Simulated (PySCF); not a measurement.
SMILES [Zn]([CH3])[O][SiH3], singlet, CAM-B3LYP/def2-SVP optimised geometry. Atoms within 1.6 Å of the plane z = 1.5 Å (x, y, z in Å): Zn1 (-0.49, 0.74, 0.01), C2 (-1.19, 2.53, 0.01), H4 (-0.63, 3.17, 0.70), H5 (-2.25, 2.53, 0.33), O6 (0.15, -0.89, 0.00), Si7 (0.75, -2.40, 0.00), H8 (2.25, -2.40, 0.00), H10 (0.31, -3.17, 1.20).

Computed with PySCF with CAM-B3LYP/def2-TZVP.

Map of the Laplacian of the electron density (e/bohr⁵) on the plane z = 1.5 Å:

```
|===========================|
|===========================|
|===========================|
|===========================|
|===========++==============|
|=========+*##+=============|
|========++*%#+=============|
|========+**#*+=============|
|========++**+==============|
|=========++++==============|
|==========++++=============|
|===========+++=============|
|===========+++=============|
|============++=============|
|============+++============|
|============++++===========|
|============++++===========|
|============+++++==========|
|============+*#*++=========|
|============*@@%*+=========|
|===========+%# @#+=========|
|============#@*@*==========|
|============+%@#+==========|
|==============+============|
|===========================|
|===========================|
|===========================|
```
Scale: ten equal steps from -0.038 (start of ' ') to 0.057 (end of '@'), in the order ' .:-=+*#%@'; x runs from -5.50 to 5.50, y from -5.50 (bottom) to 5.50 (top).
